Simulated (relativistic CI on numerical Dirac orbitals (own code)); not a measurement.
## As²⁹⁺: computed level list

Method of calculation: Dirac-Coulomb-Breit CI, orbitals from a KLI potential per configuration, a model potential for QED, unscaled Slater integrals (own radial code, finite nucleus).

Configuration list (outside the closed core 1s2): 2s2, 2s.2p, 2p2, 2p.3s, 2p.3p, 2s.3s, 2s.3p, 2s.3d, 2s.4s, 2s.4p, 2s.4d, 2s.4f, 2s.5s, 2s.5p, 3s2, 2s.5d, 2s.5f, 2s.5g, 3s.3p, 3p2. Levels of other configurations are missing.

```csv
No.,Configuration,Term,J,E (10³ cm⁻¹),%,Lifetime (s),jj configuration (%)
1,2s2,1S,0,0.0,96,,closed (96)
2,2s.2p,3P°,0,457.7,100,,2s 2p1/2 (100)
3,2s.2p,3P°,1,524.8,92,4.15e-09,2s 2p1/2 (89)
4,2s.2p,3P°,2,806.2,100,3.62e-06,2s 2p3/2 (100)
5,2s.2p,1P°,1,1156.5,92,2.42e-11,2s 2p3/2 (89)
6,2p2,3P,0,1294.4,85,5.54e-11,2p1/2^2 (93)
7,2p2,3P,1,1542.3,100,3.22e-11,2p1/2 2p3/2 (100)
8,2p2,3P,2,1615.6,53,4.35e-11,2p1/2 2p3/2 (96)
9,2p2,1D,2,1948.2,53,3.04e-11,2p3/2^2 (96)
10,2p2,1S,0,2217.3,83,1.44e-11,2p3/2^2 (93)
11,2s.3s,3S,1,14966.2,99,9.49e-14,2s 3s (99)
12,2s.3s,1S,0,15058.3,98,2.31e-13,2s 3s (98)
13,2s.3p,3P°,0,15192.7,100,2.36e-11,2s 3p1/2 (100)
14,2s.3p,3P°,1,15195.3,68,8.01e-14,2s 3p1/2 (99)
15,2s.3p,1P°,1,15288.1,61,4.20e-14,2s 3p3/2 (92)
16,2s.3p,3P°,2,15294.4,100,3.23e-11,2s 3p3/2 (100)
17,2s.3d,3D,1,15402.2,97,1.47e-14,2s 3d3/2 (97)
18,2s.3d,3D,2,15414.2,97,1.55e-14,2s 3d3/2 (73)
19,2s.3d,3D,3,15436.3,99,1.62e-14,2s 3d5/2 (99)
20,2s.3d,1D,2,15515.4,96,2.05e-14,2s 3d5/2 (72)
21,2p.3s,3P°,0,15548.1,100,1.92e-13,2p1/2 3s (100)
22,2p.3s,3P°,1,15578.8,73,1.29e-13,2p1/2 3s (92)
23,2p.3p,3D,1,15694.0,70,8.58e-14,2p1/2 3p1/2 (97)
24,2p.3p,3P,0,15823.1,80,4.75e-14,2p1/2 3p1/2 (96)
25,2p.3p,3P,1,15842.6,38,5.93e-14,2p1/2 3p3/2 (97)
26,2p.3p,3D,2,15845.8,70,6.31e-14,2p1/2 3p3/2 (93)
27,2p.3s,3P°,2,15905.4,100,2.00e-13,2p3/2 3s (100)
28,2p.3s,1P°,1,15954.9,72,1.06e-13,2p3/2 3s (96)
29,2p.3p,3P,1,16100.7,58,5.22e-14,2p3/2 3p1/2 (89)
30,2p.3p,3P,2,16122.5,40,4.70e-14,2p3/2 3p1/2 (91)
31,2p.3p,3D,3,16155.0,99,7.13e-14,2p3/2 3p3/2 (99)
32,2p.3p,3S,1,16164.0,59,5.81e-14,2p3/2 3p3/2 (90)
33,2p.3p,1D,2,16259.5,51,4.47e-14,2p3/2 3p3/2 (96)
34,2p.3p,1S,0,16359.5,79,4.73e-14,2p3/2 3p3/2 (96)
35,2s.4s,3S,1,20111.6,100,1.99e-13,2s 4s (100)
36,2s.4s,1S,0,20146.6,100,1.96e-13,2s 4s (100)
37,2s.4p,3P°,0,20197.0,100,3.50e-13,2s 4p1/2 (100)
38,2s.4p,3P°,1,20200.2,78,1.46e-13,2s 4p1/2 (98)
39,2s.4p,3P°,2,20239.2,100,3.78e-13,2s 4p3/2 (100)
40,2s.4p,1P°,1,20248.8,78,6.17e-14,2s 4p3/2 (98)
41,2s.4d,3D,1,20286.7,100,3.96e-14,2s 4d3/2 (100)
42,2s.4d,3D,2,20290.3,96,3.98e-14,2s 4d3/2 (78)
43,2s.4d,3D,3,20299.2,100,4.05e-14,2s 4d5/2 (100)
44,2s.4d,1D,2,20324.6,96,4.04e-14,2s 4d5/2 (78)
45,2s.4f,3F°,2,20329.2,100,8.66e-14,2s 4f5/2 (100)
46,2s.4f,3F°,3,20330.3,86,8.70e-14,2s 4f5/2 (89)
47,2s.4f,3F°,4,20335.0,100,8.72e-14,2s 4f7/2 (100)
48,2s.4f,1F°,3,20339.8,86,8.88e-14,2s 4f7/2 (89)
49,2s.5s,3S,1,22447.8,100,3.08e-13,2s 5s (100)
50,2s.5s,1S,0,22463.8,100,3.16e-13,2s 5s (100)
51,2s.5p,3P°,0,22490.7,100,4.35e-13,2s 5p1/2 (100)
52,2s.5p,3P°,1,22492.2,77,2.22e-13,2s 5p1/2 (99)
53,2s.5p,3P°,2,22512.2,100,4.66e-13,2s 5p3/2 (100)
54,2s.5p,1P°,1,22516.5,77,1.07e-13,2s 5p3/2 (99)
55,2s.5d,3D,1,22536.2,100,7.70e-14,2s 5d3/2 (100)
56,2s.5d,3D,2,22538.0,95,7.73e-14,2s 5d3/2 (80)
57,2s.5d,3D,3,22542.6,100,7.89e-14,2s 5d5/2 (100)
58,2s.5d,1D,2,22553.8,95,7.72e-14,2s 5d5/2 (80)
59,2s.5f,3F°,2,22556.7,100,1.66e-13,2s 5f5/2 (100)
60,2s.5f,3F°,3,22557.3,89,1.66e-13,2s 5f5/2 (86)
61,2s.5f,3F°,4,22559.7,100,1.67e-13,2s 5f7/2 (100)
62,2s.5f,1F°,3,22562.8,89,1.69e-13,2s 5f7/2 (86)
63,2s.5g,3G,4,22562.8,60,2.88e-13,2s 5g7/2 (100)
64,2s.5g,3G,3,22562.8,100,2.88e-13,2s 5g7/2 (100)
65,2s.5g,3G,5,22564.6,100,2.89e-13,2s 5g9/2 (100)
66,2s.5g,1G,4,22564.8,60,2.89e-13,2s 5g9/2 (100)
```

Energies count from the lowest computed level; ° marks odd parity; lifetimes are radiative, by E1, M1, E2, M2 decay to levels of this space only; some are left blank where a channel outside the calculation adds to the decay or the decay crosses a small, uncertain gap. Filled j subshells are mostly left out of the jj labels.

The mean weight of the leading LS term, summed over parents, in these 66 levels is 87 %, and that of the leading jj configuration (from the same eigenvectors) 95 %.

At this charge energies of transitions that change n are usually good to better than 1 %, and those within a shell (Δn = 0) to a few per cent.

LS names give the leading component of a level, which can be under half, so a name can repeat, a term be missing and a line seem to break the LS rules.
